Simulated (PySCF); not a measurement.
C2H5ClOSi, SMILES C=CO[SiH2]Cl. Heavy atoms are numbered as in [CH2:1]=[CH:2][O:3][SiH2:4][Cl:5]. Hydrogens are named by the atom that carries them.

Geometry: B3LYP-D3(BJ)/def2-SVP. A frequency run showed that this geometry is not a minimum. This is a generated structure with no PubChem entry under its InChIKey; it may be hypothetical. Other conformers were not sampled.

Level of theory: PBE/def2-TZVP (PySCF).

ESP charges are fitted to the potential on shells at 1.4 to 2.0 van der Waals radii. Atomic charges (e), one atom of each kind:

```
atom        Mulliken    IAO  ESP fit
----------  --------  -----  -------
C1 (CH2)       -0.29  -0.38    -0.59
C2 (CH)         0.03      ?     0.06
O3             -0.22      ?    -0.12
Si4 (SiH2)      0.40   1.00     0.11
Cl5            -0.20      ?    -0.08
H on C1         0.12      ?     0.23
H on C2         0.09   0.13     0.14
H on Si4       -0.02  -0.14     0.01
```

Q: Some entries are withheld; supply them. (An estimate is asked for; the answer gives what the named calculation found.)

A: 
- C2 (CH), IAO: 0.05
- O3, IAO: -0.56
- Cl5, IAO: -0.29
- H on C1, IAO: 0.16

Computed Mayer and Wiberg (Löwdin basis) orders of the bonds:
```json
[
 {"bond": "C1–C2", "Mayer": "1.90", "Wiberg": "2.21"},
 {"bond": "C2–O3", "Mayer": "1.07", "Wiberg": "1.60"},
 {"bond": "O3–Si4", "Mayer": "1.15", "Wiberg": "1.52"},
 {"bond": "Si4–Cl5", "Mayer": "1.22", "Wiberg": "1.89"}
]
```
